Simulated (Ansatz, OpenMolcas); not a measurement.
A ladder of methods for SiH4O4 (orthosilicic acid)

The runs start from one conformer, not always the lowest.

SiH4O4, singlet, SMILES `O[Si](O)(O)O`. Each level relaxes the structure for itself.

Each level gives the zero-point energy at each level's own minimum (kJ/mol). The values are calculated.

```
                             level                 kind     program  value (kJ/mol)
                         HF/STO-3G         Hartree–Fock      Ansatz           170.3
                          HF/3-21G         Hartree–Fock  OpenMolcas           157.4
   HF/6-31G* (Cartesian functions)         Hartree–Fock      Ansatz           162.5
                      PBE/def2-SVP                  GGA      Ansatz           146.8
B3LYP/6-31G* (Cartesian functions)        global hybrid      Ansatz           151.0
                 PBE0-D4/def2-TZVP        global hybrid      Ansatz           152.9
  MP2/6-31G* (Cartesian functions)  perturbation theory      Ansatz           152.9
```

Harmonic and unscaled. The values span 146.8 to 170.3 kJ/mol.
